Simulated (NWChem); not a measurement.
Species: sulfur difluoride (SF₂); SMILES FSF

Program: NWChem. All runs use the structure optimised with PBE0/def2-SVP. Level: PBE0/def2-SVP with SMD (1 M gas to 1 M solution), gas-phase geometry.

**Question.** Predict the results for solvent water. Quantities: solvation free energy (kcal/mol); cavity-dispersion-structure term (kcal/mol); dipole in solution (D).

**Answer.** 
* **solvation free energy (kcal/mol)**: 0.4
* **cavity-dispersion-structure term (kcal/mol)**: 1.7
* **dipole in solution (D)**: 1.60
